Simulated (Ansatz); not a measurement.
Consider the ligand exchange at a B–O bond: `COBCl` + `OCS` → `SCOBCl` + CH₃OH.

Calculated with Ansatz (gas phase, PBE0-D4/def2-TZVP geometries, no zero-point term in ΔE). CBS: MP2 limit from def2 TZ/QZ plus the TZ coupled-cluster correction, frozen cores. This one scheme is used for every species. Functionals use def2-TZVPP. B3LYP here is the variant with VWN-RPA as its local correlation; programs differ in this. One conformer a species, not always the lowest.

`COBCl`:

Cartesian coordinates in Å:
```
C 0.884 -0.684 -0.145
O -0.510 -0.435 -0.163
B -1.014 0.757 0.158
Cl -2.756 0.965 0.106
H 1.196 -0.991 -1.145
H 1.445 0.204 0.157
H 1.084 -1.498 0.554
H -0.329 1.683 0.478
```

`OCS`:

Z-matrix (Å, degrees):
```
C
S 1 1.793
O 1 1.405 2 110.6
H 1 1.095 2 109.2 3 123.4
H 1 1.097 2 104.5 3 -120.8
H 2 1.343 1 96.4 3 -70.0
H 3 0.962 1 108.1 2 177.5
```

`SCOBCl`:

Z-matrix (Å, degrees):
```
C
O 1 1.412
S 1 1.799 2 113.6
H 1 1.093 2 111.2 3 118.6
H 1 1.088 2 107.2 3 -121.9
B 2 1.342 1 120.7 3 -90.2
H 3 1.343 1 96.3 2 -68.9
Cl 6 1.750 2 118.1 1 177.9
H 6 1.194 2 122.5 1 -3.0
```

CH₃OH:

```xyz
6

C     0.071    0.348    0.023
O    -0.696   -0.805   -0.236
H    -0.562    1.209   -0.197
H     0.962    0.409   -0.613
H     0.383    0.416    1.073
H    -0.158   -1.577   -0.050
```

| level | ΔE (kcal/mol) | difference from CCSD(T)/CBS |
| --- | --- | --- |
| PBE0-D4 | -0.3 | 0.0 |
| B3LYP-D4 | -0.5 | -0.2 |
| ωB97X-V | -0.2 | 0.1 |
| ωB97M-V | -0.2 | 0.1 |
| B2PLYP | -0.2 | 0.1 |
| PBE | 0.1 | 0.4 |
| r2SCAN | -0.2 | 0.1 |
| PBE0 | 0.1 | 0.4 |
| B3LYP | 0.1 | 0.4 |
| HF/def2-TZVPP | 0.1 | 0.4 |
| MP2/def2-TZVPP | -0.6 | -0.3 |
| SCS-MP2/def2-TZVPP | -0.5 | -0.2 |
| CCSD/def2-TZVPP | -0.4 | -0.1 |
| CCSD(T)/def2-TZVPP | -0.6 | -0.3 |
| HF/def2-QZVPP | 0.2 | 0.5 |
| MP2/def2-QZVPP | -0.4 | -0.1 |
| CCSD(T)/CBS | -0.3 | 0 |

Largest T1 diagnostic among the species: 0.013.
